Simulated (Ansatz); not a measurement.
C$_{2}$H$_{10}$NPSi, SMILES `C[SiH](C)NP`, relaxed with RKS PBE0-D4/def2-TZVP in Ansatz from a PBE-D4/def2-SVP geometry. The force threshold is 0.005 eV/Å; the program also tests the step.

Total charge 0; spin multiplicity 1.

Start:

```xyz
15

C    -1.202    0.662   -1.031
Si    0.164    0.425    0.246
C    -0.496    0.559    2.008
N     0.884   -1.176    0.066
P     1.686   -1.836   -1.320
H    -1.626    1.685   -0.965
H    -0.816    0.526   -2.062
H    -2.022   -0.069   -0.873
H     1.211    1.493    0.011
H     0.312    0.423    2.756
H    -0.946    1.558    2.180
H    -1.278   -0.204    2.199
H     1.061   -1.723    0.913
H     0.660   -1.649   -2.325
H     2.408   -0.672   -1.804
```

(1) How much energy does the relaxation release, and in how many steps? (Estimate.)

(2) Which bonds change most? (An estimate is asked.)

(3) Give the relaxed structure. (An estimate is asked.)

Answers

(1) Computed: 7.70 kJ/mol, in 7 steps.

(2) Computed: N4–P5 from 1.733 to 1.702 Å; Si2–N4 from 1.764 to 1.737 Å; P5–H15 from 1.453 to 1.427 Å; P5–H14 from 1.449 to 1.425 Å.

(3) Ansatz gave: 
```xyz
15

C    -1.196    0.653   -1.021
Si    0.160    0.414    0.237
C    -0.482    0.554    1.984
N     0.880   -1.156    0.065
P     1.674   -1.799   -1.296
H    -1.621    1.657   -0.936
H    -0.816    0.540   -2.039
H    -1.999   -0.074   -0.876
H     1.199    1.460   -0.005
H     0.320    0.422    2.715
H    -0.924    1.539    2.152
H    -1.253   -0.196    2.181
H     1.003   -1.721    0.889
H     0.667   -1.641   -2.292
H     2.386   -0.652   -1.758
```
